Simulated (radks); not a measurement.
Spherical quantum dot in the effective-mass picture: electrons in a hard-walled sphere of radius 2.92, all in effective atomic units (hartree* = m*/eps^2 hartree, bohr* = eps/m* bohr), one dielectric constant everywhere. Calculated with a radial shooting solver with Libxc functionals: non-relativistic Kohn-Sham, PBE, spin-polarised, spherical densities. Levels are named by radial order and angular momentum (1s, 1p, 1d, 2s, ...), and open shells are averaged over m. Results are scaled to m* = 0.036 and eps = 10.4, for which hartree* = 9.057 meV and bohr* = 15.29 nm.

N = 5, configuration 1s2 1p(up 3, down 0). This is the lowest configuration that the search found. Occupied and some empty levels:

level    occupation  eigenvalue (meV)  <r> (nm)
1s up             1            24.672     25.13
1s down           1            25.843     24.62
1p up             3            28.935     27.93
1p down           0            30.305     27.78
1d up             0            35.084     29.82
1d down           0            36.529     29.79
2s up             0            41.096     21.34
2s down           0            41.648     21.45
1f up             0            42.849     31.22
1f down           0            44.316     31.24

Energy (meV): total 84.4634, kinetic 44.254, external 0, Hartree 58.253, exchange-correlation -18.043.
